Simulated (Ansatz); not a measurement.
Consider the atomization: `C=C(C)[C](=N)[AlH2]` → Al• + 4 C• + 8 H• + N•.

Program: Ansatz. Geometries: PBE0-D4/def2-TZVP. ΔE: electronic, gas phase. CCSD(T)/CBS is the MP2 limit (def2-TZVPP, def2-QZVPP) plus CCSD(T) − MP2 in def2-TZVPP, frozen cores. This one scheme is used for every species, atoms too. Functionals use def2-TZVPP. No spin–orbit coupling; open shells (•) take unrestricted orbitals. Spin–orbit coupling would lower the free atoms: a little for Al, C. Each species was taken in one conformer, which may not be the lowest.

`C=C(C)[C](=N)[AlH2]`:

Z-matrix (Å, degrees):
```
C
C 1 1.496
H 1 1.096 2 111.4
H 1 1.090 2 111.5 3 -120.7
H 1 1.096 2 111.4 3 118.5
C 2 1.490 1 116.4 3 -59.2
C 2 1.331 1 122.7 3 120.9
N 6 1.282 2 119.0 1 179.7
Al 6 1.987 2 125.8 1 -0.1
H 7 1.084 2 120.2 1 180.0
H 7 1.084 2 121.4 1 -0.0
H 8 1.022 6 111.5 2 179.9
H 9 1.589 6 110.7 2 -179.5
H 9 1.588 6 127.5 2 0.8
```

What is ΔE at CCSD(T)/CBS? (An estimate is asked.)

Computed: +5356.1 kJ/mol.

What do these levels give: PBE-D4, PBE, CCSD/def2-TZVPP, CCSD(T)/def2-TZVPP, HF/def2-QZVPP, CCSD/CBS(def2)? (An estimate is asked.)

The calculation gave: PBE-D4 5499.0, PBE 5467.6, CCSD/def2-TZVPP 5130.7, CCSD(T)/def2-TZVPP 5220.7, HF/def2-QZVPP 3881.5, CCSD/CBS(def2) 5266.1 kJ/mol.

Largest T1 diagnostic among the species: 0.018.

In def2-TZVPP, CCSD(T) changes the Hartree–Fock value by +1346.1 kJ/mol (the triples alone add +90.1 kJ/mol) and MP2 by +1424.0 kJ/mol; breaking electron pairs costs correlation energy, which Hartree–Fock lacks. The D4 term adds +50.4 kJ/mol with B3LYP and +26.7 kJ/mol with PBE0; it sums over pairs of atoms, weighted by their polarisabilities, and B3LYP, whose exchange is more repulsive, gets the larger term. From PBE to PBE0 (25 % exact exchange), in def2-TZVPP and without D4, ΔE moves by −100.6 kJ/mol: exact exchange takes away binding that semilocal exchange gives to molecules.

B3LYP here is the variant with VWN-RPA as its local correlation; programs differ in this.

For atomizations the MP2-based limit and the directly extrapolated one differ by several kJ/mol either way, and by 10 to 25 for some Ge, Se and Sn compounds, so smaller differences from it don't rank the levels.
